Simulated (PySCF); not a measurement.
These 2 structures share the formula C5H4N2S. Method used: PBE0-D3(BJ)/def2-SVP geometry optimisation, gas phase (PySCF). One conformer each; no zero-point energy, no entropy. No frequencies were run at this level. Point groups hold within 0.08 Å.

Question: Order them by energy at this level, lowest first, and give relative energies in kcal/mol.
A. `Cc1cnc(C#N)s1`
B. `[S:1]=[CH:2][c:3]1[n:4][cH:5][cH:6][cH:7][n:8]1` with S1–C2–C3–N4 180°

Answer: A (0.0), B (3.3).

As drawn, the lower has a C≡N group, which the higher lacks; the higher has a C=S bond, which the lower lacks.

```json
{"SMILES": "Cc1cnc(C#N)s1", "E (Eh)": "-699.78247", "E rel (kcal/mol)": "0.0", "dipole (D)": "5.81", "point group": "Cs", "A, B, C (MHz)": "5116, 1190, 971.6"}
{"SMILES": "S=Cc1ncccn1", "E (Eh)": "-699.77720", "E rel (kcal/mol)": "3.3", "dipole (D)": "4.06", "point group": "Cs", "A, B, C (MHz)": "5398, 1087, 904.8"}
```

As an exercise, what shares would exp(−E/RT) give at 1000 K from these electronic energies alone (no entropy, no degeneracies)?

RT = 1.987 kcal/mol: Cc1cnc(C#N)s1 84.1 %, S=Cc1ncccn1 15.9 %.
